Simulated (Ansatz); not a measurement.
Z-matrix (Å, degrees):
```
Mo
S 1 2.092
S 1 2.091 2 108.7
O 1 1.852 2 108.7 3 119.9
Cl 1 2.241 2 109.2 3 -118.5
H 4 0.963 1 121.3 2 -140.0
```

Total charge 0; spin multiplicity 1. Mo: def2 effective core potential.

Q: List the PBE/def2-TZVPP orbital energies in eV (Ansatz 0.2.0). (Estimate.)

A: The calculation gave: Occupied: -2739.49, -2396.20, -2396.05, -511.83, -250.05, -209.16, -209.01, -190.70, -190.61, -190.59, -155.24, -155.21, -155.17, -155.09, -155.07, -155.02, -68.84, -42.91, -42.73, -42.65, -25.61, -20.51, -17.24, -16.93, -13.57, -10.30, -10.25, -9.80, -9.36, -8.87, -8.62, -8.41, -7.90, -7.51, -7.22, -6.44. Lowest empty: -4.06, -4.00, -3.04, -2.63, -2.45, -0.83, 0.45, 0.86.
